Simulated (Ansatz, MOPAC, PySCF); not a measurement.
Species: RbO, net charge 0, doublet state. SMILES: [O][Rb]
Structure (B3LYP-D3(BJ)/def2-TZVP (Ansatz, a program for electronic structure) minimum search):
```xyz
2

Rb     0.0000     0.0000    -0.4183
O      0.0000     0.0000     1.9348
```
Charge 0, spin multiplicity 2.

Quantity: vertical electron affinity to the triplet, in eV. Set-up: LANL2DZ with its own core potentials from Na on; def2 sets with scalar-relativistic core potentials past Kr; no spin-orbit coupling; six Cartesian d functions in 6-31G* and its kin unless marked 5d; open shells spin-unrestricted; each state is the SCF solution reached for its charge and spin. First-principles rows: single points at B3LYP-D3(BJ) geometries (Ansatz). Semi-empirical rows: differences of heats of formation at the shared geometry for vertical values. A UHF reference is markedly spin-contaminated in at least one set, which strains HF and MP2.

```csv
level,program,vertical electron affinity to the triplet (eV)
AM1,MOPAC,-2.69
PM6,MOPAC,-2.08
MNDO,MOPAC,-2.44
HF/6-31G* with LANL2DZ past Ar,Ansatz,0.06
PBE/6-31G* with LANL2DZ past Ar,Ansatz,0.32
B3LYP/6-31G* with LANL2DZ past Ar,Ansatz,0.37
M06-2X/6-31G* with LANL2DZ past Ar (5d),PySCF,0.33
PBE/def2-TZVPD,Ansatz,0.45
wB97M-V/def2-TZVPD,Ansatz,0.14
wB97X-V/def2-TZVPD,Ansatz,0.28
```

No value to compare with is used here. The 7 habitual levels span -2.69 (AM1) to 0.37 eV (B3LYP/6-31G* with LANL2DZ past Ar); PBE/def2-TZVPD gives 0.45.

The levels are drawn from those run, B3LYP/6-31G* more often than the rest, none by its result; left out are runs that failed, that the program found above a lower state of the same kind, or whose <S^2> lies over 0.5 above the pure value.
